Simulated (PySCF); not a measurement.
**A small calculation by hand: oscillator strength and radiative lifetime**

C2F3, SMILES F[C]=C(F)F (connectivity only; charge and spin as stated), charge +1, multiplicity 1.

The structure is a stationary point at B3LYP-D3(BJ)/def2-SVP. The multiplicity is an assumed one; other spin states were not compared. The isomer is the one that the SMILES or the coordinates give; other isomers of the formula were not compared.

PySCF with TDDFT-CAM-B3LYP/def2-SVPD puts the first singlet state with f over 0.02 at 5.37 eV (vertical), with the transition dipole (-0.990, -0.547, 0.000) in atomic units.

### Question
Find the oscillator strength, the wavelength and the radiative lifetime that this transition would have in vacuum if emission retraced absorption.

### Answer

|μ|² = 1.2793 au, so |μ| = 2.87 D. ΔE = 5.37/27.211 = 0.1973 hartree. f = (2/3) ΔE |μ|² = 0.168 (the program prints 0.168).
λ = 1239.84/5.37 = 231 nm; ν = 43312 cm⁻¹.
Einstein's coefficient A = 0.6670 ν² f s⁻¹ (ν in cm⁻¹) = 2.1e8 s⁻¹, so τ = 1/A = 4.7 ns. This state is S2; the lower singlet has f = 0.002. The figure is the radiative limit of this one transition; relaxation, internal conversion, crossing to triplets and a medium change what is measured.
